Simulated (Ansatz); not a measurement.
The pair A = GaH3 (SMILES [GaH3]) (first 4 atoms), B = PH3 (SMILES P); geometry from B3LYP-D3(BJ)/def2-TZVP.
(charge 0, multiplicity 1):
```xyz
8

Ga    -0.461     0.489     0.710
H     -1.539     1.497     1.266
H     -0.951    -0.799    -0.056
H      1.004     1.012     0.455
P      0.033    -0.670     2.951
H      0.986    -1.707     2.994
H      0.523     0.096     4.026
H     -1.010    -1.328     3.632
```

Frozen-core correlation. Filled d and f shells under p-block atoms count as core. MP2 and its Hartree–Fock in def2-QZVPPD are density fitted.

Run with Ansatz (a quantum-chemistry and plane-wave program) with Gaussian orbitals. 

The counterpoise-corrected interaction energy is E(AB) − E(A in the pair's basis) − E(B in the pair's basis). Total energies (hartree):

```csv
level,AB,A in the pair's basis,B in the pair's basis
HF/def2-TZVPPD,-2267.4611857,-1924.9609185,-342.4840623
MP2/def2-TZVPPD,-2267.7323140,-1925.0543713,-342.6549118
HF/def2-QZVPPD,-2267.5115577,-1925.0013540,-342.4940435
MP2/def2-QZVPPD,-2267.7997698,-1925.0998031,-342.6760988
CCSD(T)/def2-TZVPPD,-2267.7905934,-1925.0784974,-342.6899941
```

Work out the counterpoise-corrected interaction energy at the basis-set limit: extrapolate the MP2 correlation part as X⁻³, take Hartree–Fock from the larger set, and add the CCSD(T) − MP2 difference of def2-TZVPPD.


1. Differences (1 hartree = 627.509 kcal/mol): HF/def2-TZVPPD -10.169; MP2/def2-TZVPPD -14.452; HF/def2-QZVPPD -10.141; MP2/def2-QZVPPD -14.977; CCSD(T)/def2-TZVPPD -13.869.
2. Correlation parts, MP2 less HF: -4.283 in def2-TZVPPD (X = 3), -4.837 in def2-QZVPPD (X = 4).
3. Limit (4³·(-4.837) − 3³·(-4.283))/(4³ − 3³) = -5.240; with HF/def2-QZVPPD it gives -15.381.
4. CCSD(T) less MP2 in def2-TZVPPD: 0.583.
Result: -14.80 kcal/mol, against -14.45 at MP2/def2-TZVPPD. It is an estimate of this method's limit, not of the exact value.
